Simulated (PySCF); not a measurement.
**Electronic structure of Ne²⁺ (neon, charge +2) at the UHF level**

Configuration: [He] 2s2 2p4, high-spin 3P determinant. Calculation: PySCF 2.14, in x2c-TZVPPall with one added diffuse shell each of s, p, d type (6s4p3d1f, 40 functions); scalar relativity by spin-free X2C-1e.

- Total energy: -126.513784 hartree
- One-electron energy: -166.7691 hartree
- Hartree (Coulomb) energy: 51.3953 hartree
- Exchange energy: -11.1401 hartree
- ⟨S²⟩: 2.0035
- ⟨L²⟩: 2.007
- Sum of ⟨r⟩: 5.188 bohr
- Sum of ⟨r²⟩: 4.956 bohr²
- Traceless quadrupole moment −½Σ⟨3z² − r²⟩ along its main axis: -0.351 e·bohr²
- Langevin diamagnetic susceptibility: -3.93 ×10⁻⁶ cm³/mol

```json
{"shell": "1s α", "electrons": "1", "mean orbital energy (eV)": "-945.26", "spread (eV)": "0", "rms radius, mean of both spins (bohr)": "0.182"}
{"shell": "1s β", "electrons": "1", "mean orbital energy (eV)": "-941.51", "spread (eV)": "0", "rms radius, mean of both spins (bohr)": "0.182"}
{"shell": "2s α", "electrons": "1", "mean orbital energy (eV)": "-99.378", "spread (eV)": "0", "rms radius, mean of both spins (bohr)": "0.905"}
{"shell": "2s β", "electrons": "1", "mean orbital energy (eV)": "-86.614", "spread (eV)": "0", "rms radius, mean of both spins (bohr)": "0.905"}
{"shell": "2p α", "electrons": "3", "mean orbital energy (eV)": "-70.105", "spread (eV)": "3.886", "rms radius, mean of both spins (bohr)": "0.902"}
{"shell": "2p β", "electrons": "1", "mean orbital energy (eV)": "-64.135", "spread (eV)": "0", "rms radius, mean of both spins (bohr)": "0.902"}
```

Spin-orbit constants ζ (cm⁻¹) from the X2C one-electron operator on these orbitals: bare nucleus, nucleus screened by l(l+1)(2l+1)/3 electrons, and screened by the Breit-Pauli mean field of the electrons.

```json
{"shell": "2p", "bare": "856.6", "screened nucleus": "685.3", "mean field": "613.9"}
```

To first order the Landé constant is A = -306.9 cm⁻¹, so the lowest level has J = 2 and lies 0.0381 eV below the centre of the term. This holds in LS coupling only.
